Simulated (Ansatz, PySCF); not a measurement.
C₂H₃N, charge -1, doublet, geometry from GFN2-xTB (a state made from the parent by changing its charge; the spin is typed, not shown lowest) (in this run its highest filled SCF level lies above zero, so its values depend strongly on the basis, on diffuse functions most of all). Base run: REVPBE/cc-pVDZ run with PySCF.

PySCF was given this input:
```python
from pyscf import gto, scf, dft

mol = gto.M(
    atom='''
C    -1.14762513    0.02603731    0.00494983
C     0.34331707   -0.39971770    0.11496049
N     1.35031630    0.27156055   -0.09560609
H    -1.65947905   -0.62089377   -0.72103085
H    -1.64071404   -0.11653138    0.97659776
H    -1.32617261    1.07858365   -0.30578618
''',
    basis='cc-pvdz',
    charge=-1,
    spin=1,
    verbose=4,
)

mf = dft.UKS(mol)
mf.xc = 'revpbe'
mf.kernel()
```

The same geometry, method and basis name were run in Ansatz (a quantum-chemistry and plane-wave program) and PySCF, at each program's defaults and at the settings that a row names. The base is PySCF at its defaults. Differences at the defaults can come from grids, fitting, cores and function types together.

| code and settings | ΔE vs base (µEh) | basis functions | E (Eh) | SCF cycles |
|---|---|---|---|---|
| PySCF, defaults (exact integrals, its default grid, spherical functions) | 0.0 | 57 | -132.65130 | 12 |
| Ansatz, defaults (factorised integrals, its default grid, spherical functions) | -1.5 | 57 | -132.65130 | - |
| PySCF, density fitting with def2-universal-jkfit | -57.6 | 57 | -132.65135 | 12 |
| PySCF, fine grid | -0.2 | 57 | -132.65130 | 12 |
| Ansatz, high accuracy | -0.2 | 57 | -132.65130 | - |

Open shells are given as the SCF converged; they aren't shown to be the lowest states, and a large step between rows can be another state.
